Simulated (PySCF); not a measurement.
Compound: C6H10FGaO2.
Cartesian coordinates in Å at the PBE0-D3(BJ)/def2-SVP level; atoms count from 1:
```xyz
20
C6H10FGaO2 angstrom
C     -2.9731    0.2519   -0.9128
C     -2.1636    0.4795    0.3549
C     -1.1452   -0.6254    0.6409
Ga     0.2513   -0.8174   -0.7343
O      1.1268    0.9588   -0.8496
C      2.2856    1.2442   -0.4401
C      3.1782    0.3614    0.1704
F      4.3792    0.8399    0.5372
C      2.9100   -0.9833    0.4320
O      1.8419   -1.5957    0.1549
H     -3.5159   -0.7067   -0.8729
H     -2.3287    0.2206   -1.8081
H     -3.7151    1.0493   -1.0719
H     -2.8571    0.5757    1.2099
H     -1.6456    1.4520    0.2855
H     -0.6272   -0.4333    1.5959
H     -1.6587   -1.5956    0.7606
H      0.2581   -1.3896   -2.1897
H      2.6343    2.2852   -0.5723
H      3.7144   -1.5561    0.9295
```

Method: PBE0-D3(BJ)/def2-SVP geometry optimisation, gas phase (PySCF 2.14.0).

Which atoms are bound to Ga4, and at what distances?

4 atoms: H18 1.564 Å, C3 1.969 Å, O10 1.982 Å, O5 1.984 Å. The nearest atom not counted as bound is H16, at 2.52 Å.

List the angles at Ga4.

```tsv
angle	degrees	distance of the outer atoms (Å)
C3–Ga4–H18	133.5	3.25
C3–Ga4–O10	107.1	3.18
O5–Ga4–H18	105.8	2.84
O10–Ga4–H18	105.7	2.84
C3–Ga4–O5	105.4	3.15
O5–Ga4–O10	91.3	2.84
```

Describe the arrangement about Ga4 in numbers.

Angles from 91.3° to 133.5°; τ4 = (360° − α − β)/141° = 0.85 with α and β the two widest (0 for a square, 1 for a tetrahedron).

What are the other bond lengths?

C1–C2 1.521 Å; C2–C3 1.530 Å; O5–C6 1.262 Å; C6=C7 1.396 Å; C7–F8 1.344 Å; C7–C9 1.396 Å; C9=O10 1.262 Å. (A selection.)

Give some angles away from the centre.

C1–C2–C3 113.7°, C2–C3–Ga4 114.3°, Ga4–O5–C6 126.1°, O5–C6–C7 125.9°, C6–C7–F8 117.7°, C6–C7–C9 124.6°, F8–C7–C9 117.6°, C7–C9–O10 126.1°, Ga4–O10–C9 126.0°.

What are the rotational constants (commonest isotopes, rigid rotor)?

A = 2234, B = 545.9, C = 497.7 MHz: a near-prolate asymmetric top.

Point group: C1 (no symmetry element, even within 0.4 Å). Charge 0, singlet. No frequency check.

One conformer stands for the species.
